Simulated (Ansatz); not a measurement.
Gas-phase electronic energies from Ansatz, PBE0-D4/def2-TZVP geometries. CBS: MP2 limit from def2 TZ/QZ plus the TZ coupled-cluster correction, frozen cores. Functionals use def2-TZVPP. B3LYP here is the variant with VWN-RPA as its local correlation; programs differ in this. Each species was taken in one conformer, which may not be the lowest.

Consider the redistribution: `F[SiH2]S[SiH2]Cl` + `BCSCF` → `FCS[SiH2]Cl` + `BCS[SiH2]F`.

`F[SiH2]S[SiH2]Cl`:

```xyz
9

F    -0.032   -0.230   -2.496
Si    0.825    0.427   -1.321
S    -0.442    1.412    0.070
Si   -0.924   -0.283    1.264
Cl    0.527   -0.665    2.661
H     1.571   -0.665   -0.658
H     1.702    1.455   -1.916
H    -1.052   -1.490    0.419
H    -2.177    0.038    1.978
```

`BCSCF`:

```xyz
11

B    -0.598   -0.597   -2.031
C     0.120   -0.166   -0.726
S    -0.852   -0.359    0.775
C     0.234    0.398    1.963
F     0.319    1.769    1.818
H    -1.774   -0.808   -2.072
H     0.050   -0.674   -3.034
H     1.102   -0.642   -0.628
H     0.326    0.906   -0.890
H     1.246   -0.004    1.872
H    -0.172    0.177    2.952
```

`FCS[SiH2]Cl`:

```xyz
9

F     0.046   -1.017    1.874
C     0.729    0.047    1.345
S     1.288   -0.264   -0.345
Si   -0.565   -0.142   -1.376
Cl   -1.434    1.704   -1.117
H     1.631    0.216    1.936
H     0.083    0.926    1.376
H    -0.233   -0.335   -2.803
H    -1.544   -1.136   -0.890
```

`BCS[SiH2]F`:

Cartesian coordinates in Å:
```
B 2.088 -0.739 0.757
C 0.845 -0.128 0.055
S -0.756 -0.616 0.776
Si -2.062 0.534 -0.407
F -2.116 0.018 -1.923
H 2.000 -1.538 1.641
H 3.167 -0.397 0.369
H 0.897 -0.445 -0.996
H 0.941 0.965 0.029
H -1.593 1.939 -0.483
H -3.413 0.406 0.181
```

Question: Is it downhill or uphill in electronic energy at CCSD(T)/CBS, and by how much? (An estimate is asked.)

Answer: The calculation gave: Uphill: ΔE = +4.8 kcal/mol.

Question: What do these levels give: PBE0-D4, B3LYP-D4, ωB97M-V, r2SCAN, B3LYP, CCSD/CBS(def2)? (An estimate is asked.)

Answer: Ansatz gave: PBE0-D4 4.7, B3LYP-D4 4.1, ωB97M-V 4.8, r2SCAN 4.7, B3LYP 4.0, CCSD/CBS(def2) 4.8 kcal/mol.

Largest T1 diagnostic among the species: 0.011.
